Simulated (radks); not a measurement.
Li III, configuration 1s1. Method: non-relativistic Kohn-Sham, RPBE, spin-polarised, spherical densities, point nucleus; open shells are filled with parallel spins first; computed with a radial shooting solver on a logarithmic mesh with Libxc functionals.

Normalised radial functions P(r) = r R(r), r in bohr:

| r | 1s up |
|---|---|
| 0.01954 | 0.1930 |
| 0.02445 | 0.2379 |
| 0.03083 | 0.2942 |
| 0.03858 | 0.3595 |
| 0.04865 | 0.4398 |
| 0.06086 | 0.5301 |
| 0.07676 | 0.6370 |
| 0.09603 | 0.7516 |
| 0.1201 | 0.8738 |
| 0.1515 | 1.0016 |
| 0.1895 | 1.1163 |
| 0.239 | 1.2115 |
| 0.2991 | 1.2638 |
| 0.3771 | 1.2589 |
| 0.4718 | 1.1842 |
| 0.5903 | 1.0383 |
| 0.7444 | 0.8267 |
| 0.9314 | 0.5957 |
| 1.175 | 0.3704 |
| 1.469 | 0.1977 |
| 1.853 | 0.0823 |

1s up: eigenvalue -103.90 eV, 0 radial nodes, <r> = 0.504 bohr, 90 % of the charge inside 0.899 bohr.
